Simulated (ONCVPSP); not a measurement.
## What one change does to a pseudopotential (Mo (Z = 42), ONCV)

| Property | Result |
| --- | --- |
| Element | molybdenum |
| Generator | ONCVPSP 4.0.1 |
| Type | optimised norm-conserving Vanderbilt (ONCV) |
| Functional | LDA (Perdew-Wang 92) |
| Relativity | scalar-relativistic |
| Frozen core | [Ar] 3d10 |
| Valence charge | 14 |
| Reference configuration | 4s2 4p6 4d3 (charge +3) |
| Partial waves | 4s: rc 1.80 bohr, ncon 4, nbas 7, qcut 6.5 1/bohr, 1 projector; 4p: rc 1.75 bohr, ncon 3, nbas 7, qcut 6.1 1/bohr, 2 projectors, debl 0.7 Ha; 4d: rc 2.10 bohr, ncon 4, nbas 9, qcut 7.7 1/bohr, 2 projectors, debl 1.8 Ha |
| Local potential | polynomial inside 1.55 bohr (lpopt 5, dvloc0 -1 Ha) |
| Core correction | Teter function, fcfact 2.75, rcfact 1.3 |

In the p channel the program set the typed energies aside and used -2.578, 0.250 Ha.

All-electron outer shells of the reference configuration (LDA (PZ), scalar-relativistic, ld1.x):

```
shell  level (eV)  outermost node (bohr)  outermost maximum (bohr)
   4s      -96.38                   0.51                      0.99
   4p      -70.13                   0.52                      1.06
   4d      -33.11                   0.52                      1.32
```

Change: s: qcut 4.8.

Cutoffs: the cutoffs (Ha) at which the residual kinetic energy of the hardest occupied pseudo-wave falls to 1 and 0.1 mHa per electron; they do not see the model core or the augmentation charge, which bear on the density cutoff. Errors are all-electron minus pseudo energies relative to the spin-unpolarised reference configuration.

Question: How do hardness, ghosts and transferability respond?

Answer: The potential gets harder (19 Ha and 22 Ha → 19 Ha and 35 Ha); the number of tests with a reliable result goes from 4 to 2; neither file shows a bound ghost.

| quantity | base | changed |
| --- | --- | --- |
| cutoff, loose | 19 Ha | 19 Ha |
| cutoff, tight | 22 Ha | 35 Ha |
| loose cutoff by channel | s 15 Ha, p 12 Ha, d 19 Ha | s 11 Ha, p 12 Ha, d 19 Ha |
| bound ghosts | none | none |
| GHOST(+) flags under 300 eV | none | none |
| tests with a reliable result | 4 of 4 | 2 of 4 |
| error for 4s2 4p6 4d5, meV [ΔE -42.66 eV] | +17 | +18 |
| error for 4s2 4p6 4d4, meV [ΔE -26.96 eV] | +8.7 | +9.0 |
| s: phases at 1.83 bohr within 0.05 rad from the reference energy up to (Ha; the scan ends near 5) | -1.9 | -2.2 |
| p: phases at 1.77 bohr within 0.05 rad from the reference energy up to (Ha; the scan ends near 5) | to the end of the scan | to the end of the scan |
| d: phases at 2.13 bohr within 0.05 rad from the reference energy up to (Ha; the scan ends near 5) | to the end of the scan | to the end of the scan |
| rms error of d²Exc/dni dnj with the model core, mHa | 1.54 | 1.51 |
